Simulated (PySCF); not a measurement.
Dipole response of Cr²⁺ (chromium, charge +2)

[Ar] 3d4, high-spin 5D determinant. All numbers are calculated (PySCF 2.14, no relativity, point nucleus, in aug-cc-pVTZ with one added diffuse shell each of s, p, d, f, g type (9s8p6d4f3g, 118 functions)). Coupled (time-dependent) response in atomic units; α is the mean over directions.

```tsv
method	mean α (bohr³)	α xx, yy, zz	C₆ (like pair)	S(−4)
PBE0	4.203	3.943, 3.943, 4.722	12.55	10.93
```

S(−4) is the Cauchy moment in α(ω) = α(0) + S(−4) ω² + …

α(iu) at PBE0:

```json
{"u (hartree)": "0", "α(iu) (bohr³)": "4.203"}
{"u (hartree)": "0.0500", "α(iu) (bohr³)": "4.176"}
{"u (hartree)": "0.100", "α(iu) (bohr³)": "4.098"}
{"u (hartree)": "0.200", "α(iu) (bohr³)": "3.837"}
{"u (hartree)": "0.300", "α(iu) (bohr³)": "3.515"}
{"u (hartree)": "0.500", "α(iu) (bohr³)": "2.919"}
{"u (hartree)": "0.750", "α(iu) (bohr³)": "2.363"}
{"u (hartree)": "1.00", "α(iu) (bohr³)": "1.961"}
{"u (hartree)": "1.50", "α(iu) (bohr³)": "1.415"}
{"u (hartree)": "2.00", "α(iu) (bohr³)": "1.064"}
{"u (hartree)": "3.00", "α(iu) (bohr³)": "0.6545"}
{"u (hartree)": "5.00", "α(iu) (bohr³)": "0.3146"}
```

A single London oscillator, α(iu) = α/(1 + u²/ω²), gives C₆ = (3/4) ω α². Matching the computed C₆ needs ω = 4 × 12.55 / (3 × 4.203²) = 0.947 hartree.

For an ion, C₆ is the dispersion term alone; charge-induced terms of lower order in 1/R come first.

The components differ because the open shell of this determinant is not spherical; for a pure term their mean is the scalar polarisability.
